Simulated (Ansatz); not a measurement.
C2H8O3Si2, SMILES `C=C[Si](O)(O)O[SiH3]`. Total charge 0; spin multiplicity 1.

```xyz
15

C     2.070   -0.864   -0.347
C     1.190   -1.209    0.588
Si   -0.352   -0.260    0.939
O    -0.380    0.416    2.431
O    -1.607   -1.302    0.894
O    -0.490    0.935   -0.163
Si   -1.010    1.323   -1.664
H     2.977   -1.434   -0.528
H     1.922    0.009   -0.976
H     1.397   -2.094    1.188
H     0.132    1.214    2.564
H    -2.365   -1.092    1.442
H    -1.494    0.119   -2.386
H     0.120    1.926   -2.417
H    -2.111    2.314   -1.564
```

(1) Give the diagnostics of a CCSD(T)/def2-TZVPP run (frozen core, the Gaussian-basis code of Ansatz). (An estimate is asked.)

## Answers

(1) Computed: T1 = 0.0117, largest single amplitude 0.009, largest double 0.091, (T) share of the correlation energy 3.7 %, 9 CCSD cycles. The RHF solution is stable towards an unrestricted one. T1 lies under the customary mark of 0.02 for closed shells.
